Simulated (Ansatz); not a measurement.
The same substitution along the group F, Cl, Br.

Isolated molecules relaxed with PBE0-D4/def2-TZVP in Ansatz; ΔE leaves out vibrations. CCSD(T)/CBS is the MP2 limit (def2-TZVPP, def2-QZVPP) plus CCSD(T) − MP2 in def2-TZVPP, frozen cores. This one scheme is used for every species. DFT in def2-TZVPP. For Br outer-core shells are correlated without core-valence functions, which leaves a few kJ/mol of doubt a bond. Scalar relativity is left out up to krypton. Each species was taken in one conformer, which may not be the lowest.

```json
{"reaction": "`C[Si](N)(O)F` + `N=C(N)S` → `CSC(=N)N` + `N[SiH](O)F`", "ωB97M-V (kcal/mol)": "14.2", "CCSD/CBS(def2) (kcal/mol)": "13.7", "HF/CBS(def2) (kcal/mol)": "13.3"}
{"reaction": "`C[Si](N)(O)Cl` + `N=C(N)S` → `CSC(=N)N` + `N[SiH](O)Cl`", "ωB97M-V (kcal/mol)": "14.5", "CCSD/CBS(def2) (kcal/mol)": "14.1", "HF/CBS(def2) (kcal/mol)": "13.5"}
{"reaction": "`C[Si](N)(O)Br` + `N=C(N)S` → `CSC(=N)N` + `N[SiH](O)Br`", "ωB97M-V (kcal/mol)": "14.9", "CCSD/CBS(def2) (kcal/mol)": "14.5", "HF/CBS(def2) (kcal/mol)": "13.8"}
```

(1) Give the CCSD(T)/CBS values in the same order. (Best estimate.)

Largest T1 diagnostic: 0.014, for `N=C(N)S`.

Answers

(1) Computed: 13.4, 13.9, 14.3 kcal/mol.
